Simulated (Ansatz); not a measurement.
`[F][GeH2][GaH2]`. Total charge 0; spin multiplicity 1. All single points use the PBE0-D4/def2-TZVP geometry.

```xyz
7

F     0.441    1.201    1.848
Ge   -0.503    0.091    0.869
Ga    0.630   -0.211   -1.286
H    -0.616   -1.187    1.728
H    -1.901    0.739    0.783
H     1.969    0.538   -1.595
H    -0.020   -1.171   -2.346
```

Question: What is the dipole moment at PBE/def2-TZVPP? (Estimate.)

Answer: The calculation gave: 2.15 D, with components (-0.64, -1.23, -1.64) D in this frame, pointing from negative to positive charge.

Question: And with r2SCAN, B3LYP, ωB97M-V? (An estimate is asked.)

Answer: The calculation gave: r2SCAN 2.23 D, B3LYP 2.31 D, ωB97M-V 2.34 D.

Question: Give the Mulliken charges with PBE, B3LYP, ωB97M-V in def2-TZVPP. (Estimate.)

Answer: The calculation gave: 
```json
{"atom": "F1", "PBE": "-0.36", "B3LYP": "-0.40", "ωB97M-V": "-0.40"}
{"atom": "Ge2", "PBE": "0.28", "B3LYP": "0.32", "ωB97M-V": "0.22"}
{"atom": "Ga3", "PBE": "0.19", "B3LYP": "0.22", "ωB97M-V": "0.22"}
{"atom": "H4", "PBE": "-0.03", "B3LYP": "-0.03", "ωB97M-V": "0.00"}
{"atom": "H5", "PBE": "-0.03", "B3LYP": "-0.03", "ωB97M-V": "0.00"}
{"atom": "H6", "PBE": "-0.02", "B3LYP": "-0.04", "ωB97M-V": "-0.01"}
{"atom": "H7", "PBE": "-0.04", "B3LYP": "-0.05", "ωB97M-V": "-0.03"}
```

B3LYP here is the variant with VWN-RPA as its local correlation; programs differ in this.

All numbers were calculated with Ansatz.
